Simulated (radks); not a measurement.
Values are calculated unless marked as measured or tabulated.
The mean radii <r> (bohr) of the occupied orbitals of an atom or ion are listed with their occupations. Code: a radial shooting solver on a logarithmic mesh with Libxc functionals. Model: non-relativistic Kohn-Sham, PBE, spin-polarised, spherical densities, point nucleus.

| orbital | occ. | <r> |
|---|---|---|
| 1s up | 1 | 0.02763 |
| 1s down | 1 | 0.02763 |
| 2s up | 1 | 0.1187 |
| 2s down | 1 | 0.1187 |
| 2p up | 3 | 0.1010 |
| 2p down | 3 | 0.1010 |
| 3s up | 1 | 0.3132 |
| 3s down | 1 | 0.3132 |
| 3p up | 3 | 0.3034 |
| 3p down | 3 | 0.3034 |
| 3d up | 5 | 0.2740 |
| 3d down | 5 | 0.2740 |
| 4s up | 1 | 0.7246 |
| 4s down | 1 | 0.7245 |
| 4p up | 3 | 0.7521 |
| 4p down | 3 | 0.7521 |
| 4d up | 5 | 0.8314 |
| 4d down | 5 | 0.8314 |
| 5s up | 1 | 1.817 |
| 5s down | 1 | 1.814 |
| 5p up | 3 | 2.109 |
| 5p down | 3 | 2.100 |
| 6s up | 1 | 5.826 |

Name the element and its charge. Open shells, if any, are filled with parallel spins first.

Answer. Z = 55, caesium, charge 0: Cs in [Xe] 6s1. The 1s radius gives Z: for a bare nucleus <r> = 1.5/Z, 0.02727 bohr for Z = 55, and screening makes it slightly larger (0.02763 here). The occupations add up to 55, and the charge is Z minus that.
